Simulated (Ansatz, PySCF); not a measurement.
Spin gap between two states, R1 and P1; the higher of the two is an excited state, each structure at its B3LYP-D3(BJ)/def2-TZVP stationary point, reached from a drawn start (curvature not checked).
R1, CH2 (SMILES [CH2]) (charge 0, multiplicity 1):
```xyz
3

C      0.00000     0.00000    -0.46684
H      0.86205     0.00000     0.23342
H     -0.86205     0.00000     0.23342
```
P1, CH2 (SMILES [CH2]) (charge 0, multiplicity 3):
```xyz
3

C      0.0000     0.0000    -0.2750
H      0.9963     0.0000     0.1375
H     -0.9963     0.0000     0.1375
```

```tsv
level	spin gap (kcal/mol)	minus CCSD(T)/CBS(cc-pVTZ, cc-pVQZ)
HF/cc-pVTZ	-28.46	-19.14
PBE-D3(BJ)/def2-TZVPP	-15.99	-6.68
revPBE/def2-TZVPP	-15.82	-6.51
revPBE-D3(BJ)/def2-TZVPP	-15.81	-6.50
r2SCAN/def2-TZVPP	-22.14	-12.83
BHLYP-D4/def2-TZVPP	-13.27	-3.96
B2PLYP-D3(BJ)/def2-TZVPP	-12.22	-2.90
B2PLYP-D4/def2-TZVPP	-12.22	-2.90
MP2/CBS(cc-pVTZ, cc-pVQZ)	-13.56	-4.25
SCS-MP2/cc-pVTZ	-9.32	0.00
CCSD/cc-pVDZ	-12.75	-3.43
CCSD/cc-pVTZ	-11.21	-1.90
CCSD(T)/cc-pVQZ	-9.66	-0.35
CCSD(T)/CBS(cc-pVTZ, cc-pVQZ)	-9.32	0.00
```

 The comparison column counts from a level with limits of its own.

P less R. No zero-point or thermal terms; singlets are restricted closed shells; open shells are unrestricted.

Correlated levels freeze the cores. CBS: X⁻³ extrapolation of the correlation energy, Hartree–Fock from the larger set.

Run with Ansatz (Gaussian basis) for Hartree–Fock, density functionals and correlated methods; PySCF for the D3/D4 terms. No computed number here is a measurement.

Ansatz is an electronic-structure program.
